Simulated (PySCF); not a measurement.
**Bonding in `C#C[SiH](N)N`**

C2H6N2Si.
Atom-mapped SMILES: `[CH:1]#[C:2][SiH:3]([NH2:4])[NH2:5]` (hydrogens: H6 on C1; H7 on Si3; H8, H9 on N4; H10, H11 on N5)

Geometry (GFN2-xTB, Å), atoms numbered from 1 in this order:
```xyz
11
C2H6N2Si angstrom
C      1.9783    1.7496    0.1786
C      1.0643    1.0196   -0.0962
Si    -0.2868   -0.1836   -0.5282
N      0.0298   -1.8049   -0.0052
N     -1.6973    0.4755    0.2067
H      2.7669    2.4051    0.4169
H     -0.4785   -0.2707   -1.9749
H      0.0370   -2.0070    0.9825
H      0.7659   -2.3215   -0.4582
H     -1.6215    0.9936    1.0656
H     -2.5527   -0.0530    0.1864
```

Bond orders from the PBE0/pcSseg-1 density (PySCF). One conformer (not necessarily the lowest) at the GFN2-xTB geometry, without solvent, vibrations or thermal averaging.

**Question.** How far do the computed orders between heavy atoms stray from the drawn ones?

**Answer.** The largest departure is 0.425, at C1–C2 (drawn triple, 2.575). Drawn single, order below 0.88: C2–Si3 (0.843). Drawn double or triple, more than 0.30 short of the drawn order: C1–C2 (2.575).

**Question.** Set the Mayer orders of the bonds between heavy atoms beside their lengths.

**Answer.** 
| bond | drawn as | length (Å) | Mayer order |
| --- | --- | --- | --- |
| C1–C2 | triple | 1.202 | 2.575 |
| C2–Si3 | single | 1.860 | 0.843 |
| Si3–N4 | single | 1.733 | 1.053 |
| Si3–N5 | single | 1.722 | 1.092 |

By pair of heavy elements: N–Si: lowest Si3–N4 (1.053, 1.733 Å), highest Si3–N5 (1.092, 1.722 Å).

**Question.** And the bonds to hydrogen?

**Answer.** C–H: 1.08 (1 bond); H–Si: 0.92 (1 bond); H–N: 0.94 to 0.95 (4 bonds).

**Question.** Sum the orders of all bonds at each heavy atom with more than one neighbour and set the sums beside the valence in the SMILES.

**Answer.** C1 3.660 (drawn 4), C2 3.418 (drawn 4), Si3 3.903 (drawn 4), N4 2.945 (drawn 3), N5 2.983 (drawn 3). Orders between atoms that aren't bonded are not in these sums.

The Mayer order sums products of elements of PS (density times overlap matrix) between the two atoms' basis functions, so it depends on the basis set.
